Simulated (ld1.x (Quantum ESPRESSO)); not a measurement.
Pseudopotential generation for silicon (Si): ultrasoft, PBEsol, scalar-relativistic.

* Element: Si
* Generator: ld1.x (Quantum ESPRESSO) 7.5
* Type: ultrasoft
* Functional: PBEsol
* Relativity: scalar-relativistic
* Frozen core: [Ne]
* Valence charge: 4
* Reference configuration: 3s2 3p2
* Partial waves: 3s (bound): rcut 1.60, rcutus 2.00 bohr; 3s channel at 3.25 Ry: rcut 1.60, rcutus 2.00 bohr; 3p (bound): rcut 1.65, rcutus 1.80 bohr; 3p channel at 0.15 Ry: rcut 1.65, rcutus 1.80 bohr
* Local potential: all-electron potential smoothed inside 1.85 bohr (lloc = -1)
* Core correction: a·sin(br)/r model core inside 1.75 bohr
* Augmentation charge: PSQ, inside the norm-conserving radii

Problem. Estimate the cutoffs (Ry, on a coarse ladder) from which the occupation-weighted sum of valence levels, in a spherical-Bessel basis at the reference potential, stays within 10 and 1 mRy of its value at 400 Ry.

Solution. 6 Ry and 10 Ry.

Problem. What does a ghost test show?

Solution. No extra level below or beside the all-electron valence levels (s, p, d, f tested).

Problem. Is the overlap operator S = 1 + Σ q|β⟩⟨β| positive definite (Bessel basis up to 400 Ry)?

Solution. Yes: its lowest eigenvalue is 0.61 (s channel).

Problem. Tests: 3s2 3p1; 3s2 3p0; 3s1 3p0; 3s0 3p4; 3s2 3p2.3; 3s1 3p3; 3s1 3p2. Which has the largest error in its energy relative to the reference configuration, and how large is it?

Solution. 3s1 3p0, with -21 meV (all-electron minus pseudo) on +57.58 eV.
